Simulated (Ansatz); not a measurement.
CH3FO2SW (`C[O][W](=[O])([F])=[S]`). Charge 0, multiplicity 1. W takes the def2 core potential.

```tsv
atom	x (Å)	y (Å)	z (Å)
C1	-0.8456	-1.3548	-0.0266
O2	-0.6376	0.0402	-0.0370
W3	0.6540	1.3439	0.0323
O4	0.4944	2.1843	1.4978
F5	0.4943	2.5218	-1.3948
S6	2.5596	0.3900	0.0038
H7	0.0889	-1.8758	-0.2466
H8	-1.5923	-1.5965	-0.7848
H9	-1.2157	-1.6531	0.9560
```

Task: What are the harmonic wavenumbers in cm⁻¹ at PBE0-D4/def2-TZVP (Ansatz, finite differences of forces, unscaled)? (Estimate.)

Result: Ansatz gave: 47, 89, 99, 187, 209, 261, 271, 281, 563, 597, 693, 1036, 1157, 1175, 1181, 1471, 1482, 1488, 3047, 3135, 3141.

Task: Is this a minimum?

Result: Yes, all 21 modes are real.

Task: Give the ideal-gas thermochemistry at 298.15 K and 1 bar (rigid rotor, harmonic oscillator; point group C1, symmetry number 1).

Result: Zero-point energy 129.3 kJ/mol; H(298) − E = 153.3 kJ/mol; entropy 393.7 J/(mol·K), of which translation 179.2, rotation 119.5, vibration 95.0; G(298) − E = 36.0 kJ/mol. Modes under 100 cm⁻¹ are hindered rotations or soft bends, so the harmonic entropy is rough.

Task: And at 400, 500, 600, 800 and 1000 K?

Result: 
| T (K) | H − E (kJ/mol) | S (J/mol/K) | G − E (kJ/mol) |
| --- | --- | --- | --- |
| 400 | 165.6 | 428.9 | -6.0 |
| 500 | 178.9 | 458.5 | -50.4 |
| 600 | 193.2 | 484.7 | -97.6 |
| 800 | 224.4 | 529.4 | -199.1 |
| 1000 | 258.0 | 566.8 | -308.8 |
